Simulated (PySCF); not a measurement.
Where the electron goes

Compound: 4-(3-pentyl)pyridine, C₁₀H₁₅N.
Structure used (PBE0-D3(BJ)/def2-SVP), in Å, numbered top down from 1:
```
atom  x, y, z in Å
C1    -1.5156   -2.5341   -0.2969
C2    -1.5092   -1.0853    0.1602
C3    -0.4352   -0.2214   -0.5128
C4    -0.5655    1.2501   -0.1036
C5     0.3936    2.1811   -0.8261
C6     0.9534   -0.7527   -0.2436
C7     1.7745   -1.2205   -1.2717
C8     3.0487   -1.7005   -0.9695
N9     3.5466   -1.7434    0.2625
C10    2.7674   -1.2997    1.2466
C11    1.4815   -0.8015    1.0515
H12   -0.5627   -3.0349   -0.0658
H13   -1.6715   -2.6072   -1.3854
H14   -2.3200   -3.1032    0.1926
H15   -1.3745   -1.0373    1.2551
H16   -2.4918   -0.6253   -0.0409
H17   -0.5970   -0.2798   -1.6047
H18   -1.6063    1.5656   -0.2898
H19   -0.4193    1.3340    0.9878
H20    0.2486    2.1337   -1.9175
H21    1.4426    1.9169   -0.6215
H22    0.2456    3.2264   -0.5160
H23    1.4227   -1.2110   -2.3066
H24    3.6986   -2.0687   -1.7724
H25    3.1892   -1.3405    2.2580
H26    0.9003   -0.4540    1.9094
```

Method: PySCF 2.14.0, density-fitted response routines, TDDFT wB97X-D/def2-SVPD, vertical, gas phase, core orbitals frozen in the response.

Frontier orbitals with the atoms that hold most of them (Löwdin shares over 4%, at most four atoms; ? is withheld):

```csv
orbital,ε (eV),atoms
HOMO-3,-11.13,"C3 19%, C4 13%, C2 12%, H17 12%"
HOMO-2,-9.69,"C6 22%, N9 21%, C7 14%, C11 11%"
HOMO-1,-9.34,?
HOMO,-9.23,?
LUMO,1.01,"C6 23%, N9 21%, C8 14%, C11 12%"
LUMO+1,1.30,"C10 21%, C7 19%, C11 16%, C8 15%"
LUMO+2,2.17,"C5 9%, C1 9%, C7 6%, C10 6%"
```

(1) Which atoms hold the HOMO-1, and with what shares?

(2) Which atoms hold the HOMO, and with what shares?

(3) How does S1 compare with the orbital gap of 10.24 eV?

(4) One configuration dominates each of S1 and S2. Which, and how do the shares of the two leading atoms of either orbital change from the occupied to the empty one?

Answers

(1) C11 (bonded to 2 C and H) 22%; C8 (bonded to C, N and H) 20%; C10 (bonded to C, N and H) 20%; C7 (bonded to 2 C and H) 19%.

(2) N9 (bonded to 2 C) 58%; C8 (bonded to C, N and H) 11%; C10 (bonded to C, N and H) 10%; C7 (bonded to 2 C and H) 5%. By element: nitrogen 58%, carbon 26% or more.

(3) S1 is at 5.11 eV (f = 0.0049), 5.13 eV below the gap, made of HOMO→LUMO (97%). 

(4) 
- S1 (5.11 eV, f 0.0049), HOMO→LUMO (97%): N9 58% → 21%, C8 11% → 14%, C6 at most 6% → 23%
- S2 (5.35 eV, f 0.0002), HOMO→LUMO+1 (99%): N9 58% → at most 15%, C8 11% → 15%, C10 10% → 21%, C7 5% → 19%

Löwdin shares depend on the basis, the more so with diffuse functions.

Time: 91 s wall, 3.3 min CPU; peak memory 2.0 GiB. Hardware: an Intel Xeon Platinum 8488C with 2 threads, on a shared host.

One conformer stands for the species.
